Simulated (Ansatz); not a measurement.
Isolated molecules relaxed with PBE0-D4/def2-TZVP in Ansatz; ΔE leaves out vibrations. CBS: MP2 limit from def2 TZ/QZ plus the TZ coupled-cluster correction, frozen cores. This one scheme is used for every species. DFT in def2-TZVPP. B3LYP here is the variant with VWN-RPA as its local correlation; programs differ in this. For Se outer-core shells are correlated without core-valence functions, which leaves a few kJ/mol of doubt a bond. Scalar relativity is left out up to krypton. One conformer a species, not always the lowest.

`CO[SiH2][SiH2]N` + H₂Se → `N[SiH2][SiH2][SeH]` + CH₃OH  (ligand exchange at the Si–O bond)

```csv
level,ΔE (kcal/mol),difference from CCSD(T)/CBS
PBE-D4,0.8,-1.8
r2SCAN-D4,2.9,0.3
PBE0-D4,0.9,-1.7
ωB97M-V,3.7,1.1
B2PLYP,4.4,1.8
PBE,1.0,-1.6
r2SCAN,2.9,0.3
B3LYP,4.5,1.9
HF/def2-TZVPP,6.3,3.7
MP2/def2-TZVPP,3.0,0.4
CCSD/def2-TZVPP,4.4,1.8
HF/def2-QZVPP,6.6,4.0
SCS-MP2/def2-QZVPP,3.7,1.1
HF/CBS(def2),6.7,4.1
MP2/CBS(def2),1.6,-1.0
CCSD/CBS(def2),3.0,0.4
CCSD(T)/CBS,2.6,0
```

Largest T1 diagnostic among the species: 0.011.

In def2-TZVPP, CCSD(T) changes the Hartree–Fock value by −2.3 kcal/mol (the triples alone add −0.4 kcal/mol) and MP2 by −3.3 kcal/mol.
